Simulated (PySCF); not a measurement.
# Computed properties of CBrF2, SMILES F[C](F)Br

CBrF2, SMILES F[C](F)Br (connectivity only; charge and spin as stated), charge +1, multiplicity 1. Coordinates come from a B3LYP-D3(BJ)/def2-SVP optimisation. The spin state was assumed, not searched. The isomer is the one that the SMILES or the coordinates give; other isomers of the formula were not compared. One conformer was computed; it need not be the lowest. All values are computed for the isolated molecule unless a solvent is named; none is compared with measurement here.

**Structure.** The optimised structure has C2v symmetry. All 6 harmonic modes at B3LYP-D3(BJ)/def2-SVP (PySCF) are real, so it is a minimum. With heavy atoms numbered as in [F:1][C:2]([F:3])[Br:4], the shortest bond between them is F1–C2 at 1.253 Å and the longest C2–Br4 at 1.789 Å.

**Vibrations.** The strongest infrared lines (harmonic, unscaled, degenerate partners summed) lie at 1398 cm⁻¹ (557 km/mol, C 68 %, F 31 %), 1545 cm⁻¹ (299 km/mol, C 70 %, F 30 %), 756 cm⁻¹ (32 km/mol, F 75 %, C 21 %). The softest mode is at 360 cm⁻¹ and the zero-point energy is 7.3 kcal/mol.

**Electronic structure.** HF/def2-TZVPD (PySCF) places the frontier levels at -19.56 and -5.77 eV, a gap of 13.79 eV and a mean polarisability of 28.3 bohr³. PBE/def2-TZVPD (PySCF) at the same geometry gives -14.91 and -10.99 eV, so its gap is 9.87 eV narrower. An orbital gap is neither the optical nor the fundamental gap.

**Excitations.** TDDFT-PBE0/def2-SVPD (PySCF) has S1 at 4.39 eV (283 nm, f = 0.000, dark); the most intense of the 10 singlets computed lies at 6.08 eV (f = 0.14). T1 (TDA) is at 4.12 eV. TDDFT-PBE/def2-SVPD (PySCF) puts S1 at 3.95 eV. No vertical singlet excitation falls in the visible range (under 3.1 eV).

**NMR.** GIAO shifts at HF/pcSseg-2 (PySCF) (non-relativistic, atoms alike by connectivity averaged): ¹³C at 228.8 ppm against TMS; ¹⁹F at 165.8 ppm against CFCl3. Without spin–orbit terms, shifts of atoms bonded to Cl or Br come out too high.
